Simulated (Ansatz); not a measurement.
An input meant for MgI2 (charge 0, singlet).

```yaml
crystal:
  periodic: [false, false, false]
  atoms:
    - {symbol: Mg, position_ang: [-0.001213, -0.002708, 0.001849]}
    - {symbol: I, position_ang: [0.915427, 1.037629, 2.117484]}
    - {symbol: I, position_ang: [-0.914214, -1.034931, -2.119333]}
basis:
  gaussian: {orbitals: STO-3G}
magnetization: {spin_polarized: true, initial_magnetization: 1}
hamiltonian: {xc: {name: PBE0-DH}}
scf: {omitted_lower_state_checks: [starts]}
output: {forces: true}
```

```sh
$ ansatz run in.yaml --threads 4 --pin off --events-out ev --progress --plain --max-ram 3916MiB
```

It prints (some lines left out):

```
Error: a molecule whose nuclei and cores have a total charge of 118 cannot have a net charge of 0 together with 1 unpaired electrons
```

Question: What is wrong with this run?

Answer: The number of unpaired electrons doesn't fit the electron count. The program refused the input.
